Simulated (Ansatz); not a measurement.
Mulliken charges of CH₅MoNOS (`[CH3][Mo]([NH2])(=[O])=[S]`) from r2SCAN/def2-TZVPP in Ansatz (PBE0-D4/def2-TZVP geometry).

```tsv
atom	x (Å)	y (Å)	z (Å)	charge (e)
C1	-1.384	-0.686	-0.139	-0.351
Mo2	0.334	0.461	-0.531	1.109
N3	1.537	0.185	0.931	-0.534
O4	0.934	-0.133	-1.974	-0.503
S5	-0.337	2.462	-0.660	-0.397
H6	-1.848	-0.356	0.792	0.092
H7	-1.089	-1.736	-0.058	0.092
H8	-2.095	-0.572	-0.960	0.103
H9	1.614	0.810	1.721	0.196
H10	2.334	-0.435	0.878	0.193
```

Problem. By hand: the dipole of these point charges (1 e Å = 4.8032 D).

Solution. Σ q r = (-0.020, -0.434, 0.693) e Å, of length 0.818 e Å = 3.93 D.

Problem. How does the dipole of the full density compare? (Best estimate.)

Solution. The calculation gave: (0.239, -0.377, 0.684) e Å, 3.92 D; the point charges give 1.00 times that, at 19° from its direction.

Point charges leave out the atoms' own dipoles, such as those of lone pairs, and Mulliken's split depends on the basis, so the two needn't agree.
